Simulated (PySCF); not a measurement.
Molecule: `C[S][GeH2][O][GeH3]`, CH₈Ge₂OS.

Mapped SMILES: `[CH3:1][S:2][GeH2:3][O:4][GeH3:5]` (H(Xn): hydrogen on atom n).

Geometry PBE0-D3(BJ)/def2-SVP throughout; GIAO in PySCF, gas phase, one conformer, non-relativistic; equivalent atoms averaged; functional PBE0.

Q: How do the absolute shieldings σ depend on the basis set? (ppm; last column core-seconds on shared hosts with different chips, so compare them loosely)

A: 
| basis set | functions | C1 | S2 | Ge3 | Ge5 | O4 | H(Ge3) | H(Ge5) | H(C1) | core-s |
| --- | --- | --- | --- | --- | --- | --- | --- | --- | --- | --- |
| STO-3G | 63 | 212.6 | 864.3 | 1990.4 | 2044.4 | 519.0 | 30.12 | 30.40 | 31.99 | 6.7 |
| 6-31G | 101 | 185.2 | 679.1 | 1619.5 | 1711.8 | 333.2 | 26.59 | 27.11 | 30.51 | 13 |
| 6-31G* | 126 | 180.7 | 658.5 | 1486.5 | 1577.0 | 323.8 | 25.99 | 26.54 | 29.96 | 17 |
| cc-pVDZ | 140 | 182.1 | 663.6 | 1523.7 | 1617.8 | 324.6 | 25.62 | 26.12 | 29.26 | 20 |
| def2-SVP | 150 | 180.2 | 679.3 | 1450.6 | 1546.9 | 325.0 | 25.70 | 26.16 | 29.40 | 19 |
| pcSseg-1 | 180 | 170.2 | 627.7 | 1303.6 | 1414.4 | 324.2 | 25.69 | 26.17 | 29.14 | 18 |
| def2-TZVP | 243 | 172.7 | 609.7 | 1348.5 | 1451.8 | 321.6 | 25.62 | 26.18 | 29.37 | 42 |

Q: Which nucleus moves most, in ppm?

A: Ge3 (germanium bonded to O, S, 2 H): from 1303.6 ppm with pcSseg-1 to 1990.4 ppm with STO-3G. The smallest spread is 2.85 ppm, at H(C1). Proton shifts span only some 12 ppm, so a few tenths of a ppm matter as much there as several ppm in carbon.

Q: Taking the largest basis, def2-TZVP (243 functions), as the yardstick, rank the others by their worst heavy-atom deviation.

A: pcSseg-1 44.9 ppm (180 functions), def2-SVP 102.1 ppm (150 functions), 6-31G* 138.0 ppm (126 functions), cc-pVDZ 175.2 ppm (140 functions), 6-31G 271.0 ppm (101 functions), STO-3G 641.9 ppm (63 functions).

Relativistic effects, spin–orbit coupling among them, are left out; they matter for Ge and for the light atoms bonded to it.

A small basis that lands close on one nucleus may do so by chance; judge by the trend and by all nuclei.
